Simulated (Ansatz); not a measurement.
A further run on Mo(OH)F5 (MoOF₅H).

```yaml
crystal:
  periodic: [false, false, false]
  atoms:
    - {symbol: Mo, position_ang: [0.105652, -0.031938, -0.294189]}
    - {symbol: O, position_ang: [-0.002494, 0.077998, 1.527446]}
    - {symbol: H, position_ang: [-0.577692, 0.208664, 2.295523]}
    - {symbol: F, position_ang: [-0.009772, -0.106054, -2.125717]}
    - {symbol: F, position_ang: [1.939114, -0.073273, -0.323371]}
    - {symbol: F, position_ang: [-1.742666, -0.003765, -0.323777]}
    - {symbol: F, position_ang: [0.177779, 1.799697, -0.468683]}
    - {symbol: F, position_ang: [0.110080, -1.871329, -0.287232]}
basis:
  gaussian: {orbitals: STO-3G, nuclear_model: gaussian}
hamiltonian: {xc: {name: BLYP}}
output: {forces: true}
```

```sh
$ ansatz run in.yaml --threads 4 --pin off --events-out ev --progress --plain --max-ram 4787MiB
```

Output, abridged:

```
Functional definition: BLYP
786 factors; integrals over basis functions are off by at most 3.4e-4 eV
mean field evaluation 1: about -122568.6190 eV, gradient 5.3e1 eV
mean field evaluation 2: about -122455.3980 eV, gradient 2.0e2 eV
mean field evaluation 4: about -122576.0757 eV, gradient 1.4e1 eV
mean field evaluation 8: about -122576.7319 eV, gradient 1.0e0 eV
mean field evaluation 16: about -122576.6865 eV, gradient 1.1e-3 eV
mean field -122576.68649585 eV, -4504.6101432602 hartree, gradient 3.0e-5 eV, S^2 0.000000; 0 other end points of the search recorded, 0 dependent functions left out
reference -122576.68671397 eV, -4504.6101512760 hartree; 48, 48 occupied and 10, 10 virtual orbitals, 786 factors
Total energy: -122576.68671397 eV, -4504.6101512760 hartree
Atom 0 at     0.105652    -0.031938    -0.294189 Å, force    -0.318482    -0.006891    -1.155915 eV/Å
Atom 1 at    -0.002494     0.077998     1.527446 Å, force     1.901500    -0.405969    -2.052201 eV/Å
Atom 2 at    -0.577692     0.208664     2.295523 Å, force    -1.819009     0.403190     2.339648 eV/Å
Atom 3 at    -0.009772    -0.106054    -2.125717 Å, force     0.049897     0.032895     0.850202 eV/Å
Atom 4 at     1.939114    -0.073273    -0.323371 Å, force    -0.660104     0.014250     0.032246 eV/Å
Atom 5 at    -1.742666    -0.003765    -0.323777 Å, force     0.794474    -0.021783    -0.036778 eV/Å
Atom 6 at     0.177779     1.799697    -0.468683 Å, force     0.015783    -0.749639     0.041001 eV/Å
Atom 7 at     0.110080    -1.871329    -0.287232 Å, force     0.035940     0.733946    -0.018204 eV/Å
Dipole moment:    -0.122363     0.037250     0.348471 e Å
```

It took 1.2 s on 4 threads of Arm Neoverse V1 on a shared host.
